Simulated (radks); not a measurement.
Results of a calculation; reference values are marked as such.
Ni I, configuration [Ar] 3d8 4s2 (the NIST ground configuration). Code: a radial shooting solver on a logarithmic mesh with Libxc functionals. Model: Dirac Kohn-Sham, AM05, spin-unpolarised, spherical densities, point nucleus; open shells fill j = l - 1/2 first. Some entries of the table are withheld. Estimate them.

| orbital | occ. | eigenvalue (eV) | <1/r> (bohr^-1) |
|---|---|---|---|
| 1s1/2 | 2 | -8194.341 | 28.06 |
| 2s1/2 | 2 | -979.6014 | 6.088 |
| 2p1/2 | 2 | -855.1105 | 6.044 |
| 2p3/2 | 4 | -837.6765 | 5.919 |
| 3s1/2 | 2 | -110.4995 | 1.922 |
| 3p1/2 | 2 | -72.6037 | (1) |
| 3p3/2 | 4 | -70.3921 | (2) |
| 3d3/2 | 4 | -9.0323 | 1.367 |
| 3d5/2 | 4 | -8.7924 | 1.358 |
| 4s1/2 | 2 | (3) | 0.4664 |

Answer. 
(1) 3p1/2 <1/r> (bohr^-1): 1.793
(2) 3p3/2 <1/r> (bohr^-1): 1.763
(3) 4s1/2 eigenvalue (eV): -5.6004
